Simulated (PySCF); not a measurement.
Gas-phase equilibrium of 1 mol H₂O, 39 mol O₂ at 1400 K and 10.0 bar, among 9 species (O₂, O, HO₂, H₂O, H, H₂O₂, O₃, H₂, OH). Only gases are allowed; each row takes one source of thermochemistry for all species, and Cantera finds the minimum.

Energies from PySCF, thermal terms from the rigid-rotor harmonic-oscillator model, ideal gas at 1 bar. Table values come from the NASA 1993 polynomials. † marks an energy on the PBE0/def2-TZVP geometry and frequencies; other levels use their own. MP2 and CCSD(T) freeze the core. 6-31G* has spherical d functions here. Open shells (unrestricted) among the columns below: O₂ (multiplicity 3), O (multiplicity 3, electronic degeneracy 9), HO₂ (multiplicity 2), OH (multiplicity 2, electronic degeneracy 4); the rest are closed-shell singlets. Spin-orbit splitting is ignored; it lowers the true energy and changes the entropy of O, OH. B3LYP is the form with VWN-RPA correlation. MP2 isn't extrapolated to the basis-set limit. CCSD(T) isn't extrapolated to the basis-set limit. The harmonic model lacks anharmonicity and excited electronic states, which grow with temperature; levels with a mode under 35 cm⁻¹ are left out. The table's entry may be an old estimate for HO₂, OH (not checked at source).

Molecules larger than those listed are left out.

With table thermochemistry: O₂ 0.97, H₂O 0.025, OH 1.3e-5, O 3.0e-7, H₂ 3.6e-9, HO₂ 2.5e-7.

**Question.** How far does the composition move with the other sources (B3LYP/6-31G*, CCSD(T)/def2-SVP†, CCSD(T)/def2-TZVPP†, M06-2X/def2-TZVP†, MP2/def2-TZVPP†, PBE/def2-TZVP†)?

**Answer.** 
```csv
thermochemistry,x O₂,x H₂O,x OH,x O,x H₂,x HO₂
table,0.97,0.025,1.3e-5,3.0e-7,3.6e-9,2.5e-7
B3LYP/6-31G*,0.97,0.025,2.4e-5,1.6e-7,1.4e-6,9.0e-7
CCSD(T)/def2-SVP†,0.97,0.025,3.7e-5,2.9e-6,6.5e-8,1.6e-7
CCSD(T)/def2-TZVPP†,0.97,0.025,2.6e-5,1.1e-6,6.7e-9,2.2e-7
M06-2X/def2-TZVP†,0.97,0.025,1.6e-5,2.4e-7,1.5e-8,2.6e-7
MP2/def2-TZVPP†,0.97,0.025,5.0e-6,1.4e-7,2.5e-9,1.8e-8
PBE/def2-TZVP†,0.97,0.025,4.3e-6,5.3e-9,7.8e-8,5.9e-7
```
The most sensitive of these is H₂: it spans a factor of 10^2.8 over these rows; at this temperature one factor of ten is RT ln 10 = 27 kJ/mol.
